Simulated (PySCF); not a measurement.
Excitation energy of Pt²⁺ by level of theory

Pt²⁺ [Xe] 4f14 5d8 (3F) → Pt²⁺ [Xe] 4f14 5d7 6s1 (5F), as a difference of total energies. Computed with PySCF 2.14 in ANO-RCC-VTZP (8s7p5d3f1g, 84 functions), with scalar relativity by spin-free X2C-1e. Correlated levels: valence and next inner shell: [Kr] 4d10 4f14 frozen. The calculations carry no spin-orbit coupling.

```json
{"method": "UHF", "excitation energy (eV)": "2.580"}
{"method": "MP2 (valence and next inner shell)", "excitation energy (eV)": "2.829"}
{"method": "SCS-MP2 (valence and next inner shell)", "excitation energy (eV)": "3.070"}
{"method": "CCSD (valence and next inner shell)", "excitation energy (eV)": "2.862"}
{"method": "CCSD(T) (valence and next inner shell)", "excitation energy (eV)": "2.884"}
```

How much does correlation contribute at CCSD(T) (valence and next inner shell)?

2.884 − (2.580) = 0.304 eV, measured against UHF.

A first-order spin-orbit estimate (lowest level to lowest level, LS coupling) adds -0.038 eV.

The basis was made for the ground configuration and has no added diffuse functions, so the excitation energy can come out too high.
